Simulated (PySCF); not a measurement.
Diatomics of Cs with group 14

r²SCAN with double-zeta basis sets in PySCF, for the lowest determinant that a PBE0 search found; no spin–orbit coupling. De refers to high-spin ground-configuration atoms. A positive dipole means M(−)Cs(+).

```json
{"M": "C", "basis": "def2-SVPD", "state (unpaired electrons)": "quartet (σ ↑, π ↑↑)", "Re (Å)": "2.842", "ωe (cm⁻¹)": "305", "De (eV)": "2.38", "μ (D)": "9.17"}
{"M": "Si", "basis": "def2-SVP", "state (unpaired electrons)": "quartet (σ ↑, π ↑↑)", "Re (Å)": "3.377", "ωe (cm⁻¹)": "162", "De (eV)": "1.81", "μ (D)": "10.55"}
{"M": "Ge", "basis": "def2-SVP", "state (unpaired electrons)": "quartet (σ ↑, π ↑↑)", "Re (Å)": "3.407", "ωe (cm⁻¹)": "110", "De (eV)": "1.75", "μ (D)": "10.49"}
{"M": "Sn", "basis": "def2-SVP", "state (unpaired electrons)": "quartet (σ ↑, π ↑↑)", "Re (Å)": "3.601", "ωe (cm⁻¹)": "87.4", "De (eV)": "1.59", "μ (D)": "11.09"}
{"M": "Pb", "basis": "def2-SVP", "state (unpaired electrons)": "quartet (σ ↑, π ↑↑)", "Re (Å)": "3.642", "ωe (cm⁻¹)": "74.7", "De (eV)": "1.47", "μ (D)": "10.81"}
```

The shortest bond is that of CsC (2.842 Å), the longest that of CsPb (3.642 Å).

The rows differ in basis set, which adds steps of its own.

Down a group the atoms grow and get heavier, so bonds lengthen and wavenumbers fall; this series shows no clear exception.

These are scalar-relativistic numbers at best; spin–orbit coupling would shift them, the dissociation energy most. States were picked by a PBE0 search and need not be the measured ground states.
